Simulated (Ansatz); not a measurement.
Ansatz (a program for electronic structure) input (HF/6-31G*):

Ansatz 0.2 input:
```yaml
crystal:
  periodic: [false, false, false]
  atoms:
    - {symbol: O, position_ang: [-0.98814347, 1.36769294, -0.09082259]}
    - {symbol: B, position_ang: [-0.64073497, 0.09315343, -0.04385322]}
    - {symbol: O, position_ang: [-1.29549188, -1.05623665, -0.07041299]}
    - {symbol: P, position_ang: [1.33650011, -0.18012589, 0.09472403]}
    - {symbol: H, position_ang: [-1.90406712, 1.61624684, -0.16051945]}
    - {symbol: H, position_ang: [-2.24454064, -1.07353579, -0.13812902]}
    - {symbol: H, position_ang: [2.04684229, 1.00042069, 0.19770641]}
    - {symbol: H, position_ang: [1.84531057, -0.85084807, -1.00277325]}
    - {symbol: H, position_ang: [1.68171099, -0.94781286, 1.19200577]}
basis:
  gaussian:
    orbitals: 6-31G*
hamiltonian:
  xc: {name: HF}
total_charge: 1
phonons: {temperatures: {t_min: 298.15, t_max: 298.15, t_step: 100}}
```

Output:

```
Functional definition: HF
integrals: 0.02 GiB planned
778 factors; integrals over basis functions are off by at most 6.6e-4 eV
mean field: 0.18 GiB planned
mean field evaluation 1: about -14086.1198 eV, gradient 5.9e1 eV
mean field evaluation 2: about -14086.1871 eV, gradient 5.9e1 eV
mean field evaluation 4: about -14092.6745 eV, gradient 3.2e0 eV
mean field evaluation 8: about -14092.7271 eV, gradient 1.8e-1 eV
mean field -14092.72731333 eV, -517.8981763714 hartree, gradient 1.2e-5 eV, S^2 0.000000; 0 other end points of the search recorded, 0 dependent functions left out
the calculation of the forces begins
reference -14092.72731333 eV, -517.8981763714 hartree; 20, 20 occupied and 54, 54 virtual orbitals, 778 factors
these checks for a lower state are left out or cut short: stability, starts, cluster_reference, orbital_swaps, neighbouring_geometries, increment
integrals: 0.02 GiB planned
778 factors; integrals over basis functions are off by at most 6.6e-4 eV
mean field: 0.18 GiB planned
mean field evaluation 16: about -14092.7271 eV, gradient 2.2e-4 eV
mean field -14092.72711282 eV, -517.8981690027 hartree, gradient 1.6e-6 eV, S^2 0.000000; 0 other end points of the search recorded, 0 dependent functions left out
the calculation of the forces begins
reference -14092.72711282 eV, -517.8981690027 hartree; 20, 20 occupied and 54, 54 virtual orbitals, 778 factors
these checks for a lower state are left out or cut short: stability, starts, cluster_reference, orbital_swaps, neighbouring_geometries, increment
integrals: 0.02 GiB planned
778 factors; integrals over basis functions are off by at most 6.6e-4 eV
mean field: 0.18 GiB planned
mean field -14092.72711242 eV, -517.8981689881 hartree, gradient 2.4e-6 eV, S^2 0.000000; 0 other end points of the search recorded, 0 dependent functions left out
the calculation of the forces begins
reference -14092.72711242 eV, -517.8981689881 hartree; 20, 20 occupied and 54, 54 virtual orbitals, 778 factors
these checks for a lower state are left out or cut short: stability, starts, cluster_reference, orbital_swaps, neighbouring_geometries, increment
integrals: 0.02 GiB planned
778 factors; integrals over basis functions are off by at most 6.6e-4 eV
mean field: 0.18 GiB planned
mean field -14092.72714253 eV, -517.8981700945 hartree, gradient 3.5e-6 eV, S^2 0.000000; 0 other end points of the search recorded, 0 dependent functions left out
the calculation of the forces begins
reference -14092.72714253 eV, -517.8981700945 hartree; 20, 20 occupied and 54, 54 virtual orbitals, 778 factors
these checks for a lower state are left out or cut short: stability, starts, cluster_reference, orbital_swaps, neighbouring_geometries, increment
integrals: 0.02 GiB planned
778 factors; integrals over basis functions are off by at most 6.6e-4 eV
mean field: 0.18 GiB planned
mean field evaluation 32: about -14092.7271 eV, gradient 1.7e-1 eV
mean field -14092.72714205 eV, -517.8981700767 hartree, gradient 3.7e-6 eV, S^2 0.000000; 0 other end points of the search recorded, 0 dependent functions left out
the calculation of the forces begins
reference -14092.72714205 eV, -517.8981700767 hartree; 20, 20 occupied and 54, 54 virtual orbitals, 778 factors
these checks for a lower state are left out or cut short: stability, starts, cluster_reference, orbital_swaps, neighbouring_geometries, increment
integrals: 0.02 GiB planned
778 factors; integrals over basis functions are off by at most 6.6e-4 eV
mean field: 0.18 GiB planned
mean field -14092.72730041 eV, -517.8981758963 hartree, gradient 1.6e-6 eV, S^2 0.000000; 0 other end points of the search recorded, 0 dependent functions left out
the calculation of the forces begins
reference -14092.72730041 eV, -517.8981758963 hartree; 20, 20 occupied and 54, 54 virtual orbitals, 778 factors
these checks for a lower state are left out or cut short: stability, starts, cluster_reference, orbital_swaps, neighbouring_geometries, increment
integrals: 0.02 GiB planned
778 factors; integrals over basis functions are off by at most 6.6e-4 eV
mean field: 0.18 GiB planned
mean field -14092.72730066 eV, -517.8981759055 hartree, gradient 1.8e-6 eV, S^2 0.000000; 0 other end points of the search recorded, 0 dependent functions left out
the calculation of the forces begins
reference -14092.72730066 eV, -517.8981759055 hartree; 20, 20 occupied and 54, 54 virtual orbitals, 778 factors
these checks for a lower state are left out or cut short: stability, starts, cluster_reference, orbital_swaps, neighbouring_geometries, increment
integrals: 0.02 GiB planned
778 factors; integrals over basis functions are off by at most 6.6e-4 eV
mean field: 0.18 GiB planned
mean field -14092.72717989 eV, -517.8981714673 hartree, gradient 3.3e-6 eV, S^2 0.000000; 0 other end points of the search recorded, 0 dependent functions left out
[...]
reference -14092.72730325 eV, -517.8981760009 hartree; 20, 20 occupied and 54, 54 virtual orbitals, 778 factors
these checks for a lower state are left out or cut short: stability, starts, cluster_reference, orbital_swaps, neighbouring_geometries, increment
integrals: 0.02 GiB planned
778 factors; integrals over basis functions are off by at most 6.6e-4 eV
mean field: 0.18 GiB planned
mean field -14092.72729411 eV, -517.8981756649 hartree, gradient 8.8e-7 eV, S^2 0.000000; 0 other end points of the search recorded, 0 dependent functions left out
the calculation of the forces begins
reference -14092.72729411 eV, -517.8981756649 hartree; 20, 20 occupied and 54, 54 virtual orbitals, 778 factors
these checks for a lower state are left out or cut short: stability, starts, cluster_reference, orbital_swaps, neighbouring_geometries, increment
integrals: 0.02 GiB planned
778 factors; integrals over basis functions are off by at most 6.6e-4 eV
mean field: 0.18 GiB planned
mean field -14092.72729450 eV, -517.8981756791 hartree, gradient 8.6e-7 eV, S^2 0.000000; 0 other end points of the search recorded, 0 dependent functions left out
the calculation of the forces begins
reference -14092.72729450 eV, -517.8981756791 hartree; 20, 20 occupied and 54, 54 virtual orbitals, 778 factors
these checks for a lower state are left out or cut short: stability, starts, cluster_reference, orbital_swaps, neighbouring_geometries, increment
integrals: 0.02 GiB planned
778 factors; integrals over basis functions are off by at most 6.6e-4 eV
mean field: 0.18 GiB planned
mean field -14092.72728612 eV, -517.8981753712 hartree, gradient 2.8e-6 eV, S^2 0.000000; 0 other end points of the search recorded, 0 dependent functions left out
the calculation of the forces begins
reference -14092.72728612 eV, -517.8981753712 hartree; 20, 20 occupied and 54, 54 virtual orbitals, 778 factors
these checks for a lower state are left out or cut short: stability, starts, cluster_reference, orbital_swaps, neighbouring_geometries, increment
integrals: 0.02 GiB planned
778 factors; integrals over basis functions are off by at most 6.6e-4 eV
mean field: 0.18 GiB planned
mean field evaluation 288: about -14092.7273 eV, gradient 2.9e-6 eV
mean field -14092.72728589 eV, -517.8981753627 hartree, gradient 2.9e-6 eV, S^2 0.000000; 0 other end points of the search recorded, 0 dependent functions left out
the calculation of the forces begins
reference -14092.72728589 eV, -517.8981753627 hartree; 20, 20 occupied and 54, 54 virtual orbitals, 778 factors
these checks for a lower state are left out or cut short: stability, starts, cluster_reference, orbital_swaps, neighbouring_geometries, increment
integrals: 0.02 GiB planned
778 factors; integrals over basis functions are off by at most 6.6e-4 eV
mean field: 0.18 GiB planned
mean field -14092.72725595 eV, -517.8981742624 hartree, gradient 9.8e-7 eV, S^2 0.000000; 0 other end points of the search recorded, 0 dependent functions left out
the calculation of the forces begins
reference -14092.72725595 eV, -517.8981742624 hartree; 20, 20 occupied and 54, 54 virtual orbitals, 778 factors
these checks for a lower state are left out or cut short: stability, starts, cluster_reference, orbital_swaps, neighbouring_geometries, increment
integrals: 0.02 GiB planned
778 factors; integrals over basis functions are off by at most 6.6e-4 eV
mean field: 0.18 GiB planned
mean field -14092.72725580 eV, -517.8981742571 hartree, gradient 8.8e-7 eV, S^2 0.000000; 0 other end points of the search recorded, 0 dependent functions left out
the calculation of the forces begins
reference -14092.72725580 eV, -517.8981742571 hartree; 20, 20 occupied and 54, 54 virtual orbitals, 778 factors
these checks for a lower state are left out or cut short: stability, starts, cluster_reference, orbital_swaps, neighbouring_geometries, increment
integrals: 0.02 GiB planned
778 factors; integrals over basis functions are off by at most 6.6e-4 eV
mean field: 0.18 GiB planned
mean field -14092.72729980 eV, -517.8981758739 hartree, gradient 8.4e-7 eV, S^2 0.000000; 0 other end points of the search recorded, 0 dependent functions left out
the calculation of the forces begins
reference -14092.72729980 eV, -517.8981758739 hartree; 20, 20 occupied and 54, 54 virtual orbitals, 778 factors
these checks for a lower state are left out or cut short: stability, starts, cluster_reference, orbital_swaps, neighbouring_geometries, increment
integrals: 0.02 GiB planned
778 factors; integrals over basis functions are off by at most 6.6e-4 eV
mean field: 0.18 GiB planned
mean field -14092.72729993 eV, -517.8981758787 hartree, gradient 8.2e-7 eV, S^2 0.000000; 0 other end points of the search recorded, 0 dependent functions left out
the calculation of the forces begins
reference -14092.72729993 eV, -517.8981758787 hartree; 20, 20 occupied and 54, 54 virtual orbitals, 778 factors
these checks for a lower state are left out or cut short: stability, starts, cluster_reference, orbital_swaps, neighbouring_geometries, increment
integrals: 0.02 GiB planned
778 factors; integrals over basis functions are off by at most 6.6e-4 eV
mean field: 0.18 GiB planned
mean field -14092.72728036 eV, -517.8981751595 hartree, gradient 3.0e-6 eV, S^2 0.000000; 0 other end points of the search recorded, 0 dependent functions left out
the calculation of the forces begins
reference -14092.72728036 eV, -517.8981751595 hartree; 20, 20 occupied and 54, 54 virtual orbitals, 778 factors
these checks for a lower state are left out or cut short: stability, starts, cluster_reference, orbital_swaps, neighbouring_geometries, increment
integrals: 0.02 GiB planned
778 factors; integrals over basis functions are off by at most 6.6e-4 eV
mean field: 0.18 GiB planned
mean field evaluation 320: about -14092.7273 eV, gradient 4.9e-2 eV
mean field -14092.72728036 eV, -517.8981751597 hartree, gradient 2.9e-6 eV, S^2 0.000000; 0 other end points of the search recorded, 0 dependent functions left out
the calculation of the forces begins
reference -14092.72728036 eV, -517.8981751597 hartree; 20, 20 occupied and 54, 54 virtual orbitals, 778 factors
these checks for a lower state are left out or cut short: stability, starts, cluster_reference, orbital_swaps, neighbouring_geometries, increment
integrals: 0.02 GiB planned
778 factors; integrals over basis functions are off by at most 6.6e-4 eV
mean field: 0.18 GiB planned
mean field -14092.72725581 eV, -517.8981742576 hartree, gradient 8.5e-7 eV, S^2 0.000000; 0 other end points of the search recorded, 0 dependent functions left out
the calculation of the forces begins
reference -14092.72725581 eV, -517.8981742576 hartree; 20, 20 occupied and 54, 54 virtual orbitals, 778 factors
these checks for a lower state are left out or cut short: stability, starts, cluster_reference, orbital_swaps, neighbouring_geometries, increment
integrals: 0.02 GiB planned
778 factors; integrals over basis functions are off by at most 6.6e-4 eV
mean field: 0.18 GiB planned
mean field -14092.72725574 eV, -517.8981742549 hartree, gradient 9.5e-7 eV, S^2 0.000000; 0 other end points of the search recorded, 0 dependent functions left out
the calculation of the forces begins
reference -14092.72725574 eV, -517.8981742549 hartree; 20, 20 occupied and 54, 54 virtual orbitals, 778 factors
WARN: phonons: modes at or below zero, which the zero-point energy, F, S and C_V leave out: 1, the lowest at -4.85 cm⁻¹ …
Total energy: -14092.72731333 eV, -517.8981763714 hartree
Atom 0 at    -0.988143     1.367693    -0.090823 Å, force    -0.000300    -0.000212    -0.000039 eV/Å
Atom 1 at    -0.640735     0.093153    -0.043853 Å, force     0.000661    -0.000273     0.000062 eV/Å
Atom 2 at    -1.295492    -1.056237    -0.070413 Å, force    -0.000200     0.000367    -0.000026 eV/Å
Atom 3 at     1.336500    -0.180126     0.094724 Å, force    -0.000211     0.000030    -0.000081 eV/Å
Atom 4 at    -1.904067     1.616247    -0.160519 Å, force     0.000112     0.000248    -0.000001 eV/Å
Atom 5 at    -2.244541    -1.073536    -0.138129 Å, force     0.000083    -0.000204     0.000023 eV/Å
Atom 6 at     2.046842     1.000421     0.197706 Å, force    -0.000058    -0.000008     0.000019 eV/Å
Atom 7 at     1.845311    -0.850848    -1.002773 Å, force    -0.000069     0.000046     0.000084 eV/Å
Atom 8 at     1.681711    -0.947813     1.192006 Å, force    -0.000017     0.000005    -0.000041 eV/Å
Dipole moment:     0.113473    -0.023175     0.005941 e Å
Vibrations: -4.85 228.33 376.89 406.95 520.65 607.58 633.29 677.37 739.02 947.42 1045.78 1110.52 1213.83 1216.94 1336.90 1670.10 2747.58 2771.64 2782.71 4060.33 4070.90 cm⁻¹, zero-point energy 1.807982 eV
```

The blocks after the first are displaced geometries, from whose forces the wavenumbers follow.

The dipole moment of an ion depends on the origin.
